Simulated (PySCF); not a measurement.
## Substituent chemical shifts

Parent skeleton `[SiH3:1][N:2]([SiH3:3])[SiH3:4]`; one hydrogen on atom 1 is replaced by X. Hydrogens on one atom are averaged.

Single conformer, no relativistic terms, in vacuum, equivalent nuclei averaged. Coordinates at the GFN2-xTB level; shielding tensors at PBE0/pcSseg-1 (GIAO); PySCF 2.14.

Chemical shifts δ = σref − σ; ²⁹Si and ¹H against TMS; ¹⁵N vs NH3, all at this level.

Parent (X = H): Si1 -42.9, N2 -8.1, Si3/Si4 -42.9, H(Si1) 4.82, H(Si3)/H(Si4) 4.82 ppm. Effects are Δδ = δ(X) − δ(H), positive for deshielding.

Known members:
| X | Si1 | N2 | Si3/Si4 | H(Si1) | H(Si3)/H(Si4) |
| --- | --- | --- | --- | --- | --- |
| SSiH3 | +25.6 | +8.8 | -3.4 | +0.56 | +0.07 |

Four more derivatives gave (Δδ, ppm):
| compound | Si1 | N2 | Si3/Si4 | H(Si1) | H(Si3)/H(Si4) |
| --- | --- | --- | --- | --- | --- |
| 1 | +20.2 | +4.6 | -6.1 | +0.53 | -0.02 |
| 2 | +41.4 | +7.1 | -2.0 | -0.12 | +0.04 |
| 3 | -12.1 | -16.6 | -6.7 | +0.21 | +0.03 |
| 4 | +7.9 | +5.6 | -6.0 | +0.14 | -0.05 |

**Question.** Their substituents are C(S)CH3, COOH, OCOCH3, tBu. Which is which?

**Answer.** 1: X = OCOCH3 (CC(=O)O[SiH2]N([SiH3])[SiH3]); 2: X = tBu (CC(C)(C)[SiH2]N([SiH3])[SiH3]); 3: X = COOH (O=C(O)[SiH2]N([SiH3])[SiH3]); 4: X = C(S)CH3 (CC(=S)[SiH2]N([SiH3])[SiH3]).

Experimental scales use liquid or dissolved standards, which lie at an offset from isolated NH3 (liquid NH3: subtract about 20 ppm).
